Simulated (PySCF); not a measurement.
CH5BrGaNO (SMILES C[O][Ga]([NH2])[Br]), singlet, geometry from GFN2-xTB (such geometries of metal compounds can be far from the true shape); CASSCF(4,5)/STO-3G (PySCF).

Here is a job for PySCF.
```python
from pyscf import gto, scf, mcscf
import numpy

mol = gto.M(
    atom='''
Ga    0.52629854    0.22233862    0.00214469
Br   -1.60428428   -0.05605904    0.67447190
O     0.81923501   -0.78809870   -1.38646626
C     1.83236493   -1.16047167   -2.29740100
H     1.94056187   -2.24735438   -2.27004300
H     1.53406669   -0.85252062   -3.30262886
H     2.79658165   -0.70429322   -2.05740473
N     1.72475889    1.23245978    0.96183743
H     1.37217102    1.94768886    1.58632611
H     2.56993219    1.56645006    0.51402236
''',
    basis='sto-3g',
    verbose=4,
)

mf = scf.RHF(mol)
mf.kernel()
mc = mcscf.CASSCF(mf, 5, 4)
mc.fix_spin_(ss=0.0)
mc.conv_tol = 1e-5
mc.kernel()
occ = numpy.linalg.eigvalsh(mc.fcisolver.make_rdm1(mc.ci, mc.ncas, mc.nelecas))[::-1]
ss = mc.fcisolver.spin_square(mc.ci, mc.ncas, mc.nelecas)[0]
print('natural occupations', occ.round(4), ' <S^2>', round(ss, 4))
```

Predict the main parts of the log of this PySCF run.


```
PySCF version 2.14.0

[INPUT] verbose = 4
[INPUT] num. atoms = 10
[INPUT] num. electrons = 92
[INPUT] charge = 0
[INPUT] spin (= nelec alpha-beta = 2S) = 0
[INPUT] symmetry False subgroup None
[INPUT] Mole.unit = angstrom
[INPUT] Symbol           X                Y                Z      unit          X                Y                Z       unit  Magmom
[...]
nuclear repulsion = 641.38538544503
number of shells = 30
number of NR pGTOs = 168
number of NR cGTOs = 56
basis = sto-3g
ecp = {}

******** <class 'pyscf.scf.hf.RHF'> ********
method = RHF
initial guess = minao
damping factor = 0
level_shift factor = 0
DIIS = <class 'pyscf.scf.diis.CDIIS'>
diis_start_cycle = 1
diis_space = 8
diis_damp = 0
SCF conv_tol = 1e-09
SCF conv_tol_grad = None
SCF max_cycles = 50
direct_scf = True
direct_scf_tol = 1e-13
Set gradient conv threshold to 3.16228e-05
Initial guess from minao.
init E= -4607.69626061777
[...]
cycle= 1 E= -4613.36530472427  delta_E= -5.67  |g|= 0.621  |ddm|= 3.81
[...]
cycle= 2 E= -4613.53445435543  delta_E= -0.169  |g|=  0.2  |ddm|= 1.25
[...]
cycle= 3 E= -4613.55004240546  delta_E= -0.0156  |g|= 0.0657  |ddm|= 0.387
[...]
cycle= 4 E= -4613.55195443141  delta_E= -0.00191  |g|= 0.0152  |ddm|= 0.121
[...]
cycle= 5 E= -4613.55213117713  delta_E= -0.000177  |g|= 0.00464  |ddm|= 0.0472
[...]
cycle= 6 E= -4613.55215347954  delta_E= -2.23e-05  |g|= 0.00236  |ddm|= 0.0147
[...]
cycle= 7 E= -4613.55216269219  delta_E= -9.21e-06  |g|= 0.000878  |ddm|= 0.013
[...]
cycle= 8 E= -4613.55216421037  delta_E= -1.52e-06  |g|= 0.000421  |ddm|= 0.00494
[...]
cycle= 9 E= -4613.5521646161  delta_E= -4.06e-07  |g|= 0.000148  |ddm|= 0.00297
[...]
cycle= 10 E= -4613.55216466596  delta_E= -4.99e-08  |g|= 6.46e-05  |ddm|= 0.000949
[...]
cycle= 11 E= -4613.55216467602  delta_E= -1.01e-08  |g|= 1.96e-05  |ddm|= 0.000503
[...]
cycle= 12 E= -4613.55216467685  delta_E= -8.3e-10  |g|= 5.96e-06  |ddm|= 0.000143
[...]
Extra cycle  E= -4613.5521646769  delta_E= -5e-11  |g|= 3.89e-06  |ddm|= 1.77e-05
converged SCF energy = -4613.5521646769

******** <class 'pyscf.mcscf.mc1step.CASSCF'> ********
CAS (2e+2e, 5o), ncore = 44, nvir = 7
max_cycle_macro = 50
max_cycle_micro = 4
conv_tol = 1e-05
conv_tol_grad = None
orbital rotation max_stepsize = 0.02
orbital rotation threshold for CI restart = 0.01
augmented hessian ah_max_cycle = 30
augmented hessian ah_conv_tol = 1e-12
augmented hessian ah_linear dependence = 1e-14
augmented hessian ah_level shift = 1e-08
augmented hessian ah_start_tol = 2.5
augmented hessian ah_start_cycle = 3
augmented hessian ah_grad_trust_region = 3
kf_trust_region = 3
kf_interval = 4
ci_response_space = 4
ci_grad_trust_region = 3
with_dep4 0
natorb = False
canonicalization = True
sorting_mo_energy = False
ao2mo_level = 2
internal_rotation = False
******** <class 'pyscf.fci.addons.SpinPenaltyFCISolver'> ********
max. cycles = 50
conv_tol = 1e-08
davidson only = True
linear dependence = 1e-12
level shift = 0.001
max iter space = 12
nroots = 1
pspace_size = 400
spin = None
CASCI E = -4613.55696528757  S^2 = 0.0000000
Set conv_tol_grad to 0.00316228
macro iter   1 (  7 JK    2 micro), CASSCF E = -4613.56010033881  dE = -3.13505124e-03  S^2 = 0.0000000
               |grad[o]|=0.0149  |grad[c]|=0.00523  |ddm|=0.0624  |maxRot[o]|=0.066
macro iter   2 (  7 JK    2 micro), CASSCF E = -4613.56433088118  dE = -4.23054237e-03  S^2 = 0.0000000
               |grad[o]|=0.0179  |grad[c]|=0.00588  |ddm|=0.0566  |maxRot[o]|=0.0697
macro iter   3 ( 21 JK    4 micro), CASSCF E = -4613.57457742467  dE = -1.02465435e-02  S^2 = 0.0000000
               |grad[o]|=0.0208  |grad[c]|=0.0137  |ddm|=0.109  |maxRot[o]|=0.284
macro iter   4 ( 17 JK    4 micro), CASSCF E = -4613.57917383693  dE = -4.59641226e-03  S^2 = 0.0000000
               |grad[o]|=0.0211  |grad[c]|=0.0693  |ddm|=0.022  |maxRot[o]|=0.167
macro iter   5 ( 17 JK    4 micro), CASSCF E = -4613.58049870259  dE = -1.32486566e-03  S^2 = 0.0000000
[...]
macro iter   8 ( 15 JK    4 micro), CASSCF E = -4613.58122996222  dE =  1.53508800e-03  S^2 = 0.0000000
               |grad[o]|=0.00449  |grad[c]|=0.0152  |ddm|=0.0309  |maxRot[o]|=0.127
macro iter   9 ( 21 JK    4 micro), CASSCF E = -4613.58172545253  dE = -4.95490310e-04  S^2 = 0.0000000
               |grad[o]|=0.00844  |grad[c]|=0.000894  |ddm|=0.0037  |maxRot[o]|=0.0773
macro iter  10 ( 21 JK    4 micro), CASSCF E = -4613.58221889097  dE = -4.93438439e-04  S^2 = 0.0000000
               |grad[o]|=0.00617  |grad[c]|=0.00213  |ddm|=0.00292  |maxRot[o]|=0.173
macro iter  11 ( 16 JK    3 micro), CASSCF E = -4613.58278973855  dE = -5.70847586e-04  S^2 = 0.0000000
               |grad[o]|=0.00459  |grad[c]|=0.00424  |ddm|=0.00297  |maxRot[o]|=0.175
macro iter  12 ( 11 JK    2 micro), CASSCF E = -4613.58335225265  dE = -5.62514097e-04  S^2 = 0.0000000
               |grad[o]|=0.00382  |grad[c]|=0.00413  |ddm|=0.00293  |maxRot[o]|=0.136
macro iter  13 ( 21 JK    4 micro), CASSCF E = -4613.58366423398  dE = -3.11981326e-04  S^2 = 0.0000000
               |grad[o]|=0.00344  |grad[c]|=0.0048  |ddm|=0.00541  |maxRot[o]|=0.165
macro iter  14 (  6 JK    2 micro), CASSCF E = -4613.58415011096  dE = -4.85876986e-04  S^2 = 0.0000000
               |grad[o]|=0.0037  |grad[c]|=0.00141  |ddm|=0.0054  |maxRot[o]|=0.0464
macro iter  15 ( 10 JK    3 micro), CASSCF E = -4613.58382128654  dE =  3.28824418e-04  S^2 = 0.0000000
               |grad[o]|=0.00288  |grad[c]|=0.00206  |ddm|=0.0061  |maxRot[o]|=0.0414
macro iter  16 ( 21 JK    4 micro), CASSCF E = -4613.58388879684  dE = -6.75102947e-05  S^2 = 0.0000000
               |grad[o]|=0.00367  |grad[c]|=0.00317  |ddm|=0.00267  |maxRot[o]|=0.0126
macro iter  17 (  7 JK    2 micro), CASSCF E = -4613.58417890716  dE = -2.90110316e-04  S^2 = 0.0000000
               |grad[o]|=0.00292  |grad[c]|=0.000966  |ddm|=0.0034  |maxRot[o]|=0.038
macro iter  18 ( 15 JK    4 micro), CASSCF E = -4613.58331437288  dE =  8.64534277e-04  S^2 = 0.0000000
               |grad[o]|=0.00186  |grad[c]|=0.0103  |ddm|=0.0177  |maxRot[o]|=0.0883
macro iter  19 ( 20 JK    4 micro), CASSCF E = -4613.58373810147  dE = -4.23728594e-04  S^2 = 0.0000000
               |grad[o]|=0.00583  |grad[c]|=0.00241  |ddm|=0.00133  |maxRot[o]|=0.0308
macro iter  20 ( 21 JK    4 micro), CASSCF E = -4613.58376451598  dE = -2.64145101e-05  S^2 = 0.0000000
               |grad[o]|=0.00331  |grad[c]|=0.00482  |ddm|=0.00426  |maxRot[o]|=0.00474
macro iter  21 (  7 JK    2 micro), CASSCF E = -4613.58413380772  dE = -3.69291733e-04  S^2 = 0.0000000
               |grad[o]|=0.00326  |grad[c]|=0.00124  |ddm|=0.00473  |maxRot[o]|=0.048
macro iter  22 (  5 JK    2 micro), CASSCF E = -4613.58423577718  dE = -1.01969467e-04  S^2 = 0.0000000
               |grad[o]|=0.00232  |grad[c]|=0.00128  |ddm|=0.003  |maxRot[o]|=0.0236
macro iter  23 ( 11 JK    3 micro), CASSCF E = -4613.58419867422  dE =  3.71029610e-05  S^2 = 0.0000000
               |grad[o]|=0.00186  |grad[c]|=0.0015  |ddm|=0.000858  |maxRot[o]|=0.0225
macro iter  24 (  6 JK    1 micro), CASSCF E = -4613.58425763741  dE = -5.89631918e-05  S^2 = 0.0000000
               |grad[o]|=0.00126  |grad[c]|=0.00273  |ddm|=0.00176  |maxRot[o]|=0.0218
macro iter  25 (  3 JK    1 micro), CASSCF E = -4613.58426889516  dE = -1.12577418e-05  S^2 = 0.0000000
               |grad[o]|=0.000797  |grad[c]|=0.00195  |ddm|=0.00137  |maxRot[o]|=0.00913
macro iter  26 (  3 JK    1 micro), CASSCF E = -4613.58427080577  dE = -1.91061554e-06  S^2 = 0.0000000
               |grad[o]|=0.00052  |grad[c]|=0.000956  |ddm|=0.000621  |maxRot[o]|=0.00315
1-step CASSCF converged in  26 macro (323 JK  74 micro) steps
CASSCF canonicalization
Density matrix diagonal elements [1.96403074 1.96879312 0.03497253 0.0157103  0.01649331]
CASSCF energy = -4613.58427080577
CASCI E = -4613.58427080577  E(CI) = -5.38074784991295  S^2 = 0.0000000
natural occupations [1.9712e+00 1.9689e+00 3.0600e-02 2.7500e-02 1.8000e-03]  <S^2> 0.0
```
